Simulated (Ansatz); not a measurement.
Ansatz (an electronic-structure program) input:
A basis named .json is the Basis Set Exchange file of that set.

Ansatz 0.2 input:
```yaml
crystal:
  periodic: [false, false, false]
  atoms:
    - {symbol: Se, position_ang: [0.02874849, -0.02298349, 0.37505081]}
    - {symbol: F, position_ang: [0.60122254, 1.12803781, -0.69220991]}
    - {symbol: F, position_ang: [-0.70982796, -1.04121128, -0.72464871]}
basis:
  gaussian:
    orbitals: aug-cc-pVTZ
    fitting: {mean_field: def2-universal-jkfit, correlation: aug-cc-pVTZ-RIFIT.json}
total_charge: 1
magnetization: {spin_polarized: true, initial_magnetization: 1}
correlation: {method: mp2, electrons: outside_noble_gas}
```

Which total energy does the run end on?

-2599.11893 Eh (RI-MP2/aug-cc-pVTZ). The basis has 151 functions.
